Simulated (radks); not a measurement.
Problem. These are the eigenvalues of the occupied orbitals of an atom or ion with whole-number occupations (hartree). Method: Dirac Kohn-Sham, BLYP, spin-unpolarised, spherical densities, finite nucleus; Fermi nuclear charge, rms radius of each element as measured or else 0.836 A^(1/3) + 0.57 fm; computed with a radial shooting solver on a logarithmic mesh with Libxc functionals.

| orbital | eigenvalue |
|---|---|
| 1s1/2 | -1839.983 |
| 2s1/2 | -304.3150 |
| 2p1/2 | -289.0348 |
| 2p3/2 | -263.4564 |
| 3s1/2 | -68.09117 |
| 3p1/2 | -61.46273 |
| 3p3/2 | -56.21774 |
| 3d3/2 | -44.75650 |
| 3d5/2 | -43.61395 |
| 4s1/2 | -14.33610 |
| 4p1/2 | -11.75285 |
| 4p3/2 | -10.57795 |
| 4d3/2 | -6.31622 |
| 4d5/2 | -6.10276 |
| 5s1/2 | -2.44263 |
| 5p1/2 | -1.70088 |
| 5p3/2 | -1.52235 |
| 4f5/2 | -1.06536 |
| 6s1/2 | -0.46171 |
| 6p1/2 | -0.30731 |

Which element is it, and in what charge state? The configuration may be excited. Open shells, if any, fill j = l - 1/2 first.

Solution. Z = 64, gadolinium, charge +1: Gd+ in [Xe] 4f6 6s1 6p2. The list shows which subshells hold electrons but not how many an open one holds; the 1s level, -1840 hartree, gives Z - s = 60.7 by -(Z - s)^2/2, which with screening and relativity narrows Z to a few neighbours, and the depths of the outer levels then fix element, charge and occupations together.
